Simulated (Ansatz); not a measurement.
Species: MgF (charge 0, doublet). 
Geometry from a B3LYP-D3(BJ)/def2-TZVP (Ansatz, a first-principles code) optimisation:
```
Mg
F 1 1.7703
```
Charge 0, spin multiplicity 2.

Wanted: atomisation energy (electronic, to ground-state atoms), in kcal/mol. Cores are frozen in the correlated levels unless marked. Open shells are spin-unrestricted. No spin-orbit coupling. No relativistic terms. The coupled-cluster limit lacks core correlation, which all-electron functionals hold. Basis-set limits of correlation are two-point, X^-3; Hartree-Fock from the larger set.

```csv
level,program,atomisation energy (kcal/mol)
HF/STO-3G,Ansatz,60.1
```

Estimate the value at CCSD(T)/CBS(def2-TZVPPD,def2-QZVPPD) as computed with Ansatz.

107.3 kcal/mol, so HF/STO-3G differs from it by -47.2 kcal/mol.
